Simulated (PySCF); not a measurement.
```xyz
7

C     -1.0178    -0.0266    -0.0166
Ga     0.9383     0.0169     0.0022
Cl     2.1596    -1.7574     0.0431
Cl     2.0654     1.8532     0.0014
H     -1.3667    -1.0049    -0.3406
H     -1.3837     0.1698     0.9917
H     -1.3951     0.7490    -0.6811
```

Charge 0, multiplicity 1.

### Question
Give the Mulliken and meta-Löwdin atomic charges from ωB97X-D3(BJ)/def2-TZVP // B3LYP-D3(BJ)/def2-TZVP in PySCF.

### Answer

```
atom  Mulliken (e)  meta-Löwdin (e)
----  ------------  ---------------
C1           -0.52            -0.56
Ga2           0.62             0.74
Cl3          -0.28            -0.30
Cl4          -0.28            -0.30
H5            0.15             0.14
H6            0.15             0.14
H7            0.15             0.14
```
